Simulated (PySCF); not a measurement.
## Electron correlation in Cs³⁺ (caesium, charge +3)

[Kr] 4d10 5s2 5p4, high-spin 3P determinant. All numbers are calculated (PySCF 2.14, scalar relativity through the core potential, in def2-SVP with the def2 core potential (46 electrons) (5s3p2d, 24 functions)). Frozen: 5s2; 4 electrons correlated.

Total MP2 correlation energy: -5.45 mhartree.

Same-spin part -1.87 and opposite-spin part -3.58 mhartree; SCS-MP2 scales them by 1/3 and 6/5 to -4.92 mhartree.

```csv
level,correlation energy (mhartree)
CCSD,-6.50
(T),-0.02
CCSD(T),-6.52
```

Diagnostics: T1 = 0.0020, D1 = 0.0036, largest double amplitude 0.018.

Spin-orbit coupling, absent here, splits the open shell strongly.

Cost of the coupled-cluster step: 0.22 s of wall time on 1 thread of Neoverse-N1 (shared host), for 4 correlated electrons.
